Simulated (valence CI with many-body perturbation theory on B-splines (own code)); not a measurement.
## E1 line list for Se³⁺

Level of theory: relativistic CI+MBPT: three valence electrons over a frozen Dirac-Fock core [Ar] 3d10, a basis of 11 s, 11 p, 9 d, 7 f, 5 g, 2 h, 1 i functions for each j, with the one-electron correlation potential Σ1 (screened to all orders), the two-electron term Σ2, the three-electron term Σ3, Breit, model QED; selected single and double excitations, second order for the rest, scaled by the run's own slope (own B-spline code, finite nucleus).

Set against measurement, 16 paired levels are off by 168 cm⁻¹ on average, the worst by 454. These come from a selection out of Moore, Atomic Energy Levels, vol. II, NSRDS-NBS 35 (1971 reprint of NBS Circular 467, 1952), an old analysis. Levels without a partner in it may be off by more.

Lines 201 to 250 of 300 in falling wavelength, among levels below 35.555 eV, chosen from the strongest by gf and those to the six lowest levels. Wavelengths and rates use the calculated energies, so an error of 200 cm⁻¹ moves a line at 672.3 Å by 0.13 % and its rate by three times that or more. Electric multipoles are in the length gauge, E1 and E2 with the static RPA response of the core. Weak lines are less certain than strong ones. Lines between different terms over intervals too small for the method are left out, as are lines whose strength nearly cancels. Where a level lies close to another of its J and parity, the split of strength between their lines is uncertain. The highest levels of a list are the least certain.

Names give the largest LS component (configuration and term), which can be under half, so a name can repeat, a term be missing and a line seem to break the LS rules; names also repeat where a configuration has a term twice. Letters in brackets count levels of one name in rising energy.

| λ vac (Å) | λ from measured levels | Upper | Lower | A (s⁻¹) | S (a.u.) |
| --- | --- | --- | --- | --- | --- |
| 682.1 |  | 4s²7p ²P°_1/2 | 4s4p² ²P_3/2 | 1.05e+09 | 3.27e-01 |
| 681.3 |  | 4s4p5s ²P°_1/2 | 4s4p² ²D_3/2 | 3.92e+09 | 1.22e+00 |
| 680.5 |  | 4s²7p ²P°_3/2 | 4s4p² ²P_3/2 | 2.48e+09 | 1.54e+00 |
| 679.0 |  | 4p³ ²P°_3/2 | 4s4p² ⁴P_1/2 | 5.04e+07 | 3.12e-02 |
| 679.0 |  | 4s4p4d ²P°_1/2 [b] | 4s4p² ²P_1/2 | 3.91e+09 | 1.21e+00 |
| 675.6 |  | 4s²6p ²P°_3/2 | 4s4p² ²D_5/2 | 2.62e+09 | 1.60e+00 |
| 675.2 |  | 4s4p4d ²F°_7/2 [a] | 4s4p² ²D_5/2 | 7.79e+09 | 9.47e+00 |
| 673.6 |  | 4s²4f ²F°_5/2 | 4s4p² ⁴P_3/2 | 6.02e+06 | 5.45e-03 |
| 673.3 |  | 4s²6p ²P°_3/2 | 4s4p² ²D_3/2 | 4.58e+08 | 2.76e-01 |
| 672.3 | 671.9 | 4s²4d ²D_3/2 | 4s²4p ²P°_3/2 | 2.46e+09 | 1.48e+00 |
| 671.8 |  | 4s²7p ²P°_1/2 | 4s4p² ²P_1/2 | 1.82e+09 | 5.45e-01 |
| 670.5 | 670.1 | 4s²4d ²D_5/2 | 4s²4p ²P°_3/2 | 1.20e+10 | 1.07e+01 |
| 657.5 |  | 4s²6p ²P°_1/2 | 4s4p² ²D_3/2 | 6.61e+08 | 1.86e-01 |
| 656.0 |  | 4s4p4d ⁴P°_5/2 | 4s4p² ⁴P_5/2 | 7.16e+08 | 5.98e-01 |
| 654.1 | 654.2 | 4s²5s ²S_1/2 | 4s²4p ²P°_3/2 | 4.22e+09 | 1.17e+00 |
| 654.0 |  | 4s4p4d ⁴D°_3/2 | 4s4p² ⁴P_5/2 | 3.34e+08 | 1.84e-01 |
| 653.1 | 652.7 | 4s²4d ²D_3/2 | 4s²4p ²P°_1/2 | 1.01e+10 | 5.54e+00 |
| 651.9 |  | 4s4p5s ²P°_3/2 | 4s4p² ²D_5/2 | 1.43e+09 | 7.83e-01 |
| 649.8 |  | 4s4p5s ²P°_3/2 | 4s4p² ²D_3/2 | 1.90e+08 | 1.03e-01 |
| 645.9 |  | 4s4p4d ²P°_1/2 [b] | 4s4p² ²S_1/2 | 2.78e+09 | 7.41e-01 |
| 645.6 |  | 4s4p4d ⁴P°_5/2 | 4s4p² ⁴P_3/2 | 1.01e+10 | 8.08e+00 |
| 643.7 |  | 4s4p4d ⁴D°_3/2 | 4s4p² ⁴P_3/2 | 2.33e+09 | 1.23e+00 |
| 643.4 |  | 4s4p4d ²P°_3/2 [b] | 4s4p² ²S_1/2 | 8.03e+08 | 4.22e-01 |
| 643.3 |  | 4s4p4d ⁴D°_7/2 | 4s4p² ⁴P_5/2 | 1.40e+10 | 1.47e+01 |
| 642.3 |  | 4s4p4d ⁴D°_1/2 | 4s4p² ⁴P_3/2 | 2.26e+08 | 5.92e-02 |
| 641.6 |  | 4s4p4d ⁴D°_5/2 | 4s4p² ⁴P_5/2 | 1.02e+10 | 8.02e+00 |
| 641.4 |  | 4s4p4d ⁴P°_3/2 | 4s4p² ⁴P_5/2 | 4.96e+09 | 2.58e+00 |
| 636.6 |  | 4s4p4d ⁴D°_3/2 | 4s4p² ⁴P_1/2 | 1.00e+10 | 5.12e+00 |
| 635.9 | 636.0 | 4s²5s ²S_1/2 | 4s²4p ²P°_1/2 | 1.96e+09 | 4.97e-01 |
| 635.2 |  | 4s4p4d ⁴D°_1/2 | 4s4p² ⁴P_1/2 | 1.38e+10 | 3.50e+00 |
| 632.0 |  | 4s4p4d ⁴P°_1/2 | 4s4p² ⁴P_3/2 | 1.13e+10 | 2.82e+00 |
| 631.8 |  | 4s4p4d ⁴D°_5/2 | 4s4p² ⁴P_3/2 | 2.43e+09 | 1.82e+00 |
| 631.5 |  | 4s4p4d ⁴P°_3/2 | 4s4p² ⁴P_3/2 | 6.84e+09 | 3.40e+00 |
| 625.1 |  | 4s4p4d ⁴P°_1/2 | 4s4p² ⁴P_1/2 | 8.65e+06 | 2.09e-03 |
| 624.6 |  | 4s4p4d ⁴P°_3/2 | 4s4p² ⁴P_1/2 | 3.80e+07 | 1.83e-02 |
| 614.3 |  | 4s4p4d ²D°_5/2 [a] | 4s4p² ⁴P_5/2 | 2.65e+06 | 1.82e-03 |
| 612.6 |  | 4s4p4d ²P°_3/2 [a] | 4s4p² ²D_3/2 | 9.82e+06 | 4.45e-03 |
| 611.4 |  | 4s²5f ²F°_7/2 | 4s4p² ²D_5/2 | 2.34e+09 | 2.11e+00 |
| 611.1 |  | 4s4p5s ⁴P°_3/2 | 4s4p² ⁴P_5/2 | 1.23e+09 | 5.55e-01 |
| 609.5 |  | 4s4p4d ²P°_1/2 [a] | 4s4p² ²D_3/2 | 3.62e+06 | 8.08e-04 |
| 608.7 |  | 4s²5f ²F°_5/2 | 4s4p² ²D_3/2 | 2.41e+09 | 1.61e+00 |
| 607.1 |  | 4s4p5s ⁴P°_1/2 | 4s4p² ⁴P_3/2 | 1.74e+09 | 3.85e-01 |
| 605.2 |  | 4s4p4d ²D°_3/2 [a] | 4s4p² ⁴P_3/2 | 1.33e+07 | 5.81e-03 |
| 605.2 |  | 4s4p4d ²D°_5/2 [a] | 4s4p² ⁴P_3/2 | 9.53e+07 | 6.26e-02 |
| 602.1 |  | 4s4p5s ⁴P°_3/2 | 4s4p² ⁴P_3/2 | 2.66e+08 | 1.15e-01 |
| 600.8 |  | 4s4p5s ⁴P°_1/2 | 4s4p² ⁴P_1/2 | 4.43e+08 | 9.48e-02 |
| 599.9 |  | 4s4p5s ⁴P°_5/2 | 4s4p² ⁴P_5/2 | 2.23e+09 | 1.43e+00 |
| 598.9 |  | 4s4p4d ²D°_3/2 [a] | 4s4p² ⁴P_1/2 | 5.71e+07 | 2.42e-02 |
| 595.8 |  | 4s4p5s ⁴P°_3/2 | 4s4p² ⁴P_1/2 | 1.18e+09 | 4.92e-01 |
| 594.1 |  | 4s4p4d ²F°_5/2 [a] | 4s4p² ⁴P_3/2 | 2.53e+07 | 1.57e-02 |
